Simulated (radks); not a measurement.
C3+, configuration [He] 2p1 (not the ground configuration).

Calculated with a radial shooting solver on a logarithmic mesh with Libxc functionals: scalar-relativistic Kohn-Sham, PBE, spin-unpolarised, spherical densities, finite nucleus; Fermi nuclear charge, rms radius 2.4702 fm; without spin polarisation the odd electron is poorly described.

Energy parts (eV):
| part | energy |
|---|---|
| total | -936.400 |
| kinetic | 935.598 |
| electron-nucleus | -2023.373 |
| Hartree | 257.385 |
| exchange-correlation | -106.009 |

Orbitals (lengths in bohr, moments of r in powers of bohr; r(90%) holds 90 % of the orbital's charge):
orbital	occ.	eigenvalue (eV)	r(90%)	<r^4>
1s	2	-330.4808	0.483	0.02528
2p	1	-47.1764	1.96	6.127

The highest occupied level is 2p at -47.176 eV. The density falls to 0.001 e/bohr^3 at r = 2.46 bohr.
